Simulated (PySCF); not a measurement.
Fine-structure interval of La⁴⁸⁺ by level of theory

La⁴⁸⁺ [He] 2s2 2p5 [2p1/2^2 2p3/2^3, M_J = 3/2] → La⁴⁸⁺ [He] 2s2 2p5 [2p1/2^1 2p3/2^4, M_J = 1/2], as a difference of total energies. All numbers are calculated (PySCF 2.14, the two-component X2C-1e Hamiltonian, in an uncontracted even-tempered set (17 s from 27 bohr⁻², ratio 2.4; 13 p from 36 bohr⁻², ratio 2.4; 5 d from 130 bohr⁻², ratio 2.6; 4 f from 190 bohr⁻², ratio 2.6)). Correlated levels: nothing frozen; the 32 highest virtual spinors dropped. "Screened" scales the spin-orbit matrix elements by Boettger's factors to mimic the two-electron term; Breit and QED terms are absent.

```
                    method  fine-structure interval (cm⁻¹)
 GHF (screened spin-orbit)                         3487800
GMP2 (screened spin-orbit)                         3488900
     GHF (bare spin-orbit)                         3622600
```
